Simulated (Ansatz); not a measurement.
CH2BNO2 (`O=C1NB1O`). Total charge 0; spin multiplicity 1. Geometry: relaxed with PBE0-D4/def2-TZVP. It is one conformer, not always the lowest.

```xyz
7

O    -2.103   -0.568   -0.991
C    -1.039   -0.342   -0.506
N    -0.393    0.777    0.055
B     0.380   -0.396    0.044
O     1.565   -0.921    0.372
H    -0.588    1.753    0.242
H     2.177   -0.303    0.783
```

Task: What is the dipole moment at B3LYP/def2-TZVPP? (An estimate is asked.)

Result: The calculation gave: 5.02 D, with components (3.43, 2.96, 2.17) D in this frame, pointing from negative to positive charge.

Task: And with PBE, r2SCAN, ωB97M-V? (An estimate is asked.)

Result: Ansatz gave: PBE 4.84 D, r2SCAN 5.00 D, ωB97M-V 5.10 D.

Task: Give the Mulliken charges with B3LYP, r2SCAN, PBE in def2-TZVPP. (Estimate.)

Result: The calculation gave: 
```json
{"atom": "O1", "B3LYP": "-0.28", "r2SCAN": "-0.32", "PBE": "-0.24"}
{"atom": "C2", "B3LYP": "0.27", "r2SCAN": "0.29", "PBE": "0.20"}
{"atom": "N3", "B3LYP": "-0.13", "r2SCAN": "-0.15", "PBE": "-0.09"}
{"atom": "B4", "B3LYP": "0.01", "r2SCAN": "0.06", "PBE": "-0.04"}
{"atom": "O5", "B3LYP": "-0.23", "r2SCAN": "-0.27", "PBE": "-0.20"}
{"atom": "H6", "B3LYP": "0.17", "r2SCAN": "0.17", "PBE": "0.17"}
{"atom": "H7", "B3LYP": "0.20", "r2SCAN": "0.22", "PBE": "0.20"}
```

B3LYP here is the variant with VWN-RPA as its local correlation; programs differ in this.
